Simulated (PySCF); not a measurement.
## Multinuclear NMR of C$_{7}$H$_{15}$FSi

Molfile (atoms numbered from 1):
```
C7H15FSi
     RDKit          3D

 24 23  0  0  0  0  0  0  0  0999 V2000
   -1.7937    2.3118    0.6541 C   0  0  0  0  0  0  0  0  0  0  0  0
   -1.5319    0.8757    1.1150 C   0  0  0  0  0  0  0  0  0  0  0  0
   -0.5866    0.1842    0.1703 C   0  0  0  0  0  0  0  0  0  0  0  0
    0.7309    0.1899    0.3740 C   0  0  0  0  0  0  0  0  0  0  0  0
    2.0344   -0.5571   -0.7440 Si  0  0  0  0  0  4  0  0  0  0  0  0
    3.6963   -0.4412    0.2062 C   0  0  0  0  0  0  0  0  0  0  0  0
    3.9926    0.8744    0.5101 F   0  0  0  0  0  0  0  0  0  0  0  0
   -1.2212   -0.5022   -1.0034 C   0  0  0  0  0  0  0  0  0  0  0  0
   -1.6474   -1.9235   -0.6308 C   0  0  0  0  0  0  0  0  0  0  0  0
   -2.4863    2.8052    1.3320 H   0  0  0  0  0  0  0  0  0  0  0  0
   -2.2214    2.3238   -0.3459 H   0  0  0  0  0  0  0  0  0  0  0  0
   -0.8639    2.8753    0.6346 H   0  0  0  0  0  0  0  0  0  0  0  0
   -1.1063    0.9005    2.1200 H   0  0  0  0  0  0  0  0  0  0  0  0
   -2.4802    0.3359    1.1582 H   0  0  0  0  0  0  0  0  0  0  0  0
    1.0925    0.6932    1.2649 H   0  0  0  0  0  0  0  0  0  0  0  0
    2.1864    0.1743   -2.0080 H   0  0  0  0  0  0  0  0  0  0  0  0
    1.8484   -1.9896   -1.0207 H   0  0  0  0  0  0  0  0  0  0  0  0
    3.6768   -0.9768    1.1585 H   0  0  0  0  0  0  0  0  0  0  0  0
    4.5379   -0.8165   -0.3796 H   0  0  0  0  0  0  0  0  0  0  0  0
   -0.5154   -0.5494   -1.8334 H   0  0  0  0  0  0  0  0  0  0  0  0
   -2.0996    0.0600   -1.3274 H   0  0  0  0  0  0  0  0  0  0  0  0
   -0.7814   -2.5027   -0.3205 H   0  0  0  0  0  0  0  0  0  0  0  0
   -2.3630   -1.9092    0.1880 H   0  0  0  0  0  0  0  0  0  0  0  0
   -2.1097   -2.4165   -1.4826 H   0  0  0  0  0  0  0  0  0  0  0  0
  1  2  1  0
  2  3  1  0
  3  4  2  3
  4  5  1  0
  5  6  1  0
  6  7  1  0
  3  8  1  0
  8  9  1  0
  1 10  1  0
  1 11  1  0
  1 12  1  0
  2 13  1  0
  2 14  1  0
  4 15  1  0
  5 16  1  0
  5 17  1  0
  6 18  1  0
  6 19  1  0
  8 20  1  0
  8 21  1  0
  9 22  1  0
  9 23  1  0
  9 24  1  0
M  END
```

PySCF 2.14.0 with density-fitted response routines calculation with shieldings: GIAO PBE0/pcSseg-1 and geometry: GFN2-xTB; single conformer, isolated molecule, non-relativistic Hamiltonian, rapidly exchanging positions averaged.

Problem. Where does ¹⁹F resonate?

Solution. 
| atoms | environment | σ (ppm) | δ (ppm) |
| --- | --- | --- | --- |
| F7 | fluorine on an sp3 carbon | 471.7 | -265.1 |

Shieldings were converted by a linear fit to measured shifts: ¹⁹F: δ = 146.13 − 0.903σ +14.6 on sp3 carbon (rms 6.0 ppm, 223 shifts, 7.0 ppm with the 5 outliers that the fit left out vs CFCl3, solution or neat liquid). A few per cent of atoms miss by over 2 rms, more outside the fitted compound classes.

On a 500 MHz spectrometer ¹⁹F resonates near 470.5 MHz, so 1 ppm is 470.5 Hz.

Problem. Predict the ²⁹Si NMR data.

Solution. 
| atoms | environment | σ (ppm) | δ (ppm) |
| --- | --- | --- | --- |
| Si5 | silicon bonded to 2 C, 2 H | 412.5 | -59.1 |

Shieldings were converted by a linear fit to measured shifts: ²⁹Si: δ = 279.94 − 0.822σ (rms 8.9 ppm, 72 shifts, 25.8 ppm with the 6 outliers that the fit left out vs TMS, solution or neat liquid). A few per cent of atoms miss by over 2 rms, more outside the fitted compound classes.

On a 500 MHz spectrometer ²⁹Si resonates near 99.3 MHz, so 1 ppm is 99.3 Hz.
